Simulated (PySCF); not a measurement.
germylsilane anion (GeH6Si), SMILES [GeH3][SiH3] (connectivity only; charge and spin as stated), charge -1, multiplicity 2.

The structure is a stationary point at PBE0-D3(BJ)/def2-SVPD. The multiplicity is an assumed one; other spin states were not compared.

These are PBE/def2-TZVPD run with PySCF values and carry that method's errors.

Isolated molecule, no solvent. A positive occupied level means that this level leaves the electron formally unbound; only the finite basis holds it.

Computed frontier levels, dipole moment and polarisability:
The α spin, highest occupied and lowest empty level is 1.43 and 3.40 eV, the β spin, highest occupied and lowest empty level is -1.41 and 2.20 eV and the dipole moment about the centre of nuclear charge comes out as 0.396 e·Å. The mean static polarisability is 131.8 bohr³ (19.53 Å³), the polarisability, principal values comes out as 88.6, 99.1, 207.6 bohr³ and the ⟨S²⟩ comes out as 0.754 (pure state 0.75).
